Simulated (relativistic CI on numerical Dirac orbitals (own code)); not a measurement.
**Hyperfine structure of Pr⁵³⁺, mass number 141**

Method of calculation: Dirac-Coulomb-Breit CI, orbitals from a KLI potential per configuration, model QED (radiative potential, 1s self-energy scaled to tabulated hydrogen-like ionisation energies), unscaled Slater integrals (own radial code, finite nucleus).

CI space (outside the closed core 1s2): 2s²2p², 2s2p³, 2p⁴, 2p³3s, 2p³3p, 2p³3d, 2s²2p3s, 2s²2p3p, 2s²2p3d, 2s2p²3s, 2s2p²3p, 2s2p²3d, 2s²2p4s, 2s²2p4p, 2s²2p4d, 2s²2p4f. Levels of other configurations are missing.

Nuclear spin I = 5/2, μ = 4.266 μN, Q = -0.0589 b (tables of Stone and Pyykkö). The electronic factors are computed for point nuclear moments, without core polarisation or the Bohr-Weisskopf and QED corrections.

| Level | E (Ry) | A (GHz) | B (GHz) |
| --- | --- | --- | --- |
| 2s²2p² ³P1 | 36.657 | -348 | -23.1 |
| 2s²2p² ¹D2 | 37.897 | 1743 | -41.5 |
| 2s²2p² ³P2 | 75.631 | 713.8 | -4.62 |
| 2s2p³ ³D°3 | 90.258 | 3845 | 0.124 |
| 2s2p³ ¹D°2 | 95.450 | -163.5 | 8.62 |
| 2s2p³ ³P°1 | 95.679 | 8622 | -11.1 |
| 2p⁴ ³P2 | 112.124 | 679.5 | -4.32 |

Levels with J = 0, under 50 % of one LS term, or S terms without an open s electron are left out. Small factors come from cancelling terms and can be off by tens of per cent or more.

At this charge energies of transitions that change n are usually good to better than 1 %, and those within a shell (Δn = 0) to a few per cent.

Question: Give the hyperfine levels of 2s²2p² ¹D2 relative to its centre of gravity.

Answer: With K = F(F + 1) − I(I + 1) − J(J + 1), E = AK/2 + B[¾K(K + 1) − I(I + 1)J(J + 1)]/[2I(2I − 1)J(2J − 1)]: F = 1/2: -12230, F = 3/2: -9595, F = 5/2: -5218, F = 7/2: 889, F = 9/2: 8703 GHz.

LS names give the leading component of a level, which can be under half, so a name can repeat, a term be missing and a line seem to break the LS rules.
